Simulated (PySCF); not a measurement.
## From a computed spectrum to the compound

A species of 3 atoms with charge -1 has these harmonic modes (PBE0, small Gaussian bases with core potentials, PySCF 2.14.0):

```json
{"cm⁻¹": "147", "km/mol": "9.1", "symmetry": "a'"}
{"cm⁻¹": "389", "km/mol": "65.8", "symmetry": "a'"}
{"cm⁻¹": "461", "km/mol": "85.3", "symmetry": "a'"}
```

Task: Which species is it, and in which structure?

Result: [PbSF]− (singlet):
```xyz
3

Pb   -0.1149    0.0000   -0.2747
S     1.8054    0.0000    1.1531
F    -1.7807    0.0000    1.0670
```
Ideal gas at 298.15 K and 1 bar: S = 307.4 J/(mol K), Cp = 53.1 J/(mol K), H − H(0 K) = 13.1 kJ/mol (rigid rotor, harmonic modes, spin degeneracy alone). 
 The answer isn't unique; the calculation gave this one.
